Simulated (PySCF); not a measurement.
Peak assignment

Numbering as in the mapped SMILES `[NH:1]=[P:2]1([CH:3]2[CH2:4][CH2:5]2)[CH2:6][CH2:7]1`. Hydrogens are named by the atom that carries them. Ha(C4), Ha(C5) are cis to P2 on the ring; Hb(C4), Hb(C5) are trans to P2 on the ring.

Level of theory: NMR shieldings at PBE0/pcSseg-1/GIAO, geometry: GFN2-xTB, in PySCF (non-relativistic Hamiltonian, rapidly exchanging positions averaged, no solvent, a single conformation).

References, each an isolated molecule treated in the same way: ¹³C, ¹H against TMS.

Question: Assign these signals to the numbered atoms. ¹³C{¹H} NMR (computed): δ 9.3 (CH2), 9.1 (CH), 5.9 (CH2).

Answer: 
9.3 → C6/C7, three-membered-ring carbon: carbons of three-membered rings are unusually shielded
9.1 → C3, three-membered-ring carbon
5.9 → C4/C5, three-membered-ring carbon

C6/C7 and C3 lie closer than the usual error of such a calculation, so a measured spectrum could show them in the other order.

Question: Assign these signals to the numbered atoms. ¹H NMR (400 MHz, computed): δ 1.40 (m, 1H), 1.15 (m, 2H), 0.87 (m, 2H), 0.76 (m, 2H), 0.26 (m, 2H), -1.94 (br s, 1H).

Answer: 
1.40 → H(C3), hydrogen on a three-membered-ring carbon: cyclopropane-type protons are shielded by the ring
1.15 → Hb(C6)/Ha(C7), hydrogen on a three-membered-ring carbon
0.87 → Hb(C4)/Hb(C5), hydrogen on a three-membered-ring carbon
0.76 → Ha(C6)/Hb(C7), hydrogen on a three-membered-ring carbon
0.26 → Ha(C4)/Ha(C5), hydrogen on a three-membered-ring carbon
-1.94 → H(N1), hydrogen on a nitrogen bonded to P: labile proton, position sensitive to the medium

Hb(C4)/Hb(C5) and Ha(C6)/Hb(C7) lie closer than the usual error of such a calculation, so a measured spectrum could show them in the other order.

The OH or NH signal is concentration- and solvent-dependent in practice; the value given is the gas-phase one. Splittings by ³¹P in the carbon and heteronuclear signals aren't shown, as no couplings were computed. Shifts are as computed. Against solution values, carbons near 30 ppm lie about +3 ppm off and those near 130 ppm about +5 ppm. Of 1211 compounds with measured shifts, 218 miss one by over three times the rms of a fit or turn the order of signals round; such compounds aren't used in these exercises. Multiplicities follow the n + 1 count of equivalent neighbours, as no J values were calculated; m marks all less simple cases, F and P coupling included.
